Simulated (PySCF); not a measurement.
# Identify the compound

An unknown has the formula C6H10OSi. Its calculated NMR data are:

1H NMR (400 MHz, computed): δ 7.07 (m, 1H), 6.88 (m, 1H), 6.35 (d, 1H), 6.13 (m, 1H), 6.04 (m, 1H), 5.47 (m, 1H), 5.39 (m, 1H), 5.06 (s, 3H).

13C{1H} NMR (computed): δ 147.2 (CH), 140.0 (CH), 134.1 (CH), 130.0 (CH), 123.5 (CH2), 115.0 (CH).

All values are calculated (PySCF 2.14.0 with density-fitted response routines): geometry: GFN2-xTB, PBE0/pcSseg-1 with gauge-including orbitals. Equivalent nuclei averaged, a single conformation, isolated molecule, relativity neglected.

δ = σ(ref) − σ, references computed at the same level: 1H (31.72 ppm) and 13C (186.93 ppm) against TMS.

Question: Which candidate is it?
A. C=C/C=C\C(=C)O[SiH3]
B. C=C/C=C\C=C/O[SiH3]
C. C=C(C)[C@H]1C[SiH2]C1=O

Answer: B. 

1. The formula gives 3 degrees of unsaturation (no ring in the answer).
2. 6 carbon signals for 6 carbons: no two carbons are equivalent.
3. Carbon types of the structure: 5 × CH, 1 × CH2, leaving 3 H on heteroatoms.
4. δC 147.2: alkene carbon bearing oxygen; an sp2 carbon further deshielded by the attached heteroatom.
5. δC 140.0, 134.1, 130.0: alkene CH; as expected for a trigonal carbon in a double bond.
6. δC 123.5: terminal =CH2 carbon; the olefinic region.
7. δC 115.0: β carbon of an enol-ether or enamine type C=C.
8. δH 7.07, 6.88, 6.13: hydrogen on an alkene CH; olefinic region.

The others: C=C(C)[C@H]1C[SiH2]C1=O has carbons computed at 236.3, 151.4, 115.7, 76.7, 27.6, 9.0, with a different DEPT pattern; C=C/C=C\C(=C)O[SiH3] has carbons computed at 166.6, 142.5, 139.6, 131.4, 127.4, 100.3, with a different DEPT pattern.

Shifts are as computed. Against solution values, carbons near 30 ppm lie about +3 ppm off and those near 130 ppm about +5 ppm. Of 1211 compounds with measured shifts, 218 miss one by over three times the rms of a fit or turn the order of signals round; such compounds aren't used in these exercises. Multiplicities follow the n + 1 count of equivalent neighbours, as no J values were calculated; m marks all less simple cases, F and P coupling included.
